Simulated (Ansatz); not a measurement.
Start from `C[O][In]([SH])[SH]` and change one atom or group to get `C[O][In]([SH])[O]C`.

Ansatz, PBE0-D4/def2-TZVP geometries, multiplicity 1. Each molecule was computed in one conformer, which needn't be the lowest.

Elements past krypton have def2 core potentials.

```
                                        property  `C[O][In]([SH])[SH]`
            HOMO–LUMO gap (PBE0/def2-TZVPP) / eV                  5.89
  zero-point energy (PBE0-D4/def2-TZVP) / kJ/mol                 156.1
           LUMO energy (ωB97M-V/def2-TZVPP) / eV                  0.15
size of the dipole moment (B3LYP/def2-TZVPP) / D                  1.22
         HOMO–LUMO gap (ωB97M-V/def2-TZVPP) / eV                  9.96
  size of the dipole moment (PBE/def2-TZVPP) / D                  1.26
```

Problem. Give the same properties after the change, and the shifts. (Estimate.)

Solution. Computed: 
| property | `C[O][In]([SH])[O]C` | shift |
| --- | --- | --- |
| HOMO–LUMO gap (PBE0/def2-TZVPP) / eV | 5.84 | -0.05 |
| zero-point energy (PBE0-D4/def2-TZVP) / kJ/mol | 239.8 | 83.7 |
| LUMO energy (ωB97M-V/def2-TZVPP) / eV | 0.12 | -0.03 |
| size of the dipole moment (B3LYP/def2-TZVPP) / D | 1.56 | 0.34 |
| HOMO–LUMO gap (ωB97M-V/def2-TZVPP) / eV | 10.06 | 0.10 |
| size of the dipole moment (PBE/def2-TZVPP) / D | 1.48 | 0.22 |

The zero-point energy changes by 83.7 kJ/mol with +9 modes. Dipoles are sizes alone; their direction can turn.

B3LYP here is the variant with VWN-RPA as its local correlation; programs differ in this.
